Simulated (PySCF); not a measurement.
## Bonding in `BNBB(Cl)Cl`

B3Cl2H4N.
SMILES with atom numbers: `[BH2:1][NH:2][BH:3][B:4]([Cl:5])[Cl:6]` (hydrogens: H7, H8 on B1; H9 on N2; H10 on B3)

Structure used (PBE0-D3(BJ)/def2-SVP), in Å, numbered top down from 1:
```
atom  x, y, z in Å
B1    -0.1570    1.7637    0.3985
N2     0.5124    0.5864   -0.0226
B3     1.9192    0.4549   -0.1921
B4     2.9818    1.7420    0.1045
Cl5    3.4395    2.8515   -1.1755
Cl6    3.7260    1.9455    1.6813
H7    -1.3593    1.7676    0.5136
H8     0.5029    2.7481    0.6341
H9    -0.0595   -0.2306   -0.2171
H10    2.3498   -0.6185   -0.5585
```

Bond orders from the PBE0/pcSseg-1 density (PySCF). Isolated species at its PBE0-D3(BJ)/def2-SVP geometry (one conformer only).

Where do the orders between heavy atoms depart from those drawn in the SMILES?

The largest departure is 0.222, at B1–N2 (drawn single, 1.222). Drawn single, order above 1.12: B1–N2 (1.222), N2–B3 (1.203), B4–Cl5 (1.159) and B4–Cl6 (1.159).

Set the Mayer orders of the bonds between heavy atoms beside their lengths.

```csv
bond,drawn as,length (Å),Mayer order
B1–N2,single,1.418,1.222
N2–B3,single,1.423,1.203
B3–B4,single,1.695,0.960
B4–Cl5,single,1.755,1.159
B4–Cl6,single,1.755,1.159
```

And the bonds to hydrogen?

B–H: 0.97 to 0.98 (3 bonds); H–N: 0.90 (1 bond).

Sum the orders of all bonds at each heavy atom with more than one neighbour and set the sums beside the valence in the SMILES.

B1 3.171 (drawn 3), N2 3.328 (drawn 3), B3 3.131 (drawn 3), B4 3.278 (drawn 3). Orders between atoms that aren't bonded are not in these sums.

The Mayer order sums products of elements of PS (density times overlap matrix) between the two atoms' basis functions, so it depends on the basis set.
